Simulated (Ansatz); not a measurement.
Mulliken charges of AlF$_{3}$H$_{2}$S (`[F][Al-]([F])([F])[SH2+]`) from B3LYP/def2-TZVPP in Ansatz (PBE0-D4/def2-TZVP geometry).

| atom | x (Å) | y (Å) | z (Å) | charge (e) |
| --- | --- | --- | --- | --- |
| F1 | -0.583 | -0.881 | 1.509 | -0.380 |
| Al2 | 0.281 | -0.968 | 0.105 | 0.848 |
| F3 | -0.412 | -1.770 | -1.158 | -0.373 |
| F4 | 1.924 | -0.949 | 0.229 | -0.373 |
| S5 | -0.052 | 1.331 | -0.700 | -0.033 |
| H6 | 0.221 | 1.903 | 0.487 | 0.155 |
| H7 | -1.378 | 1.335 | -0.472 | 0.155 |

Task: By hand: the dipole of these point charges (1 e Å = 4.8032 D).

Result: Σ q r = (-0.282, 0.986, -0.112) e Å, of length 1.032 e Å = 4.96 D.

Task: How does the dipole of the full density compare? (Estimate.)

Result: Ansatz gave: (-0.266, 0.959, -0.123) e Å, 4.82 D; the point charges give 1.03 times that, at 1° from its direction.

Point charges leave out the atoms' own dipoles, such as those of lone pairs, and Mulliken's split depends on the basis, so the close match here is no proof of good charges.

B3LYP here is the variant with VWN-RPA as its local correlation; programs differ in this.
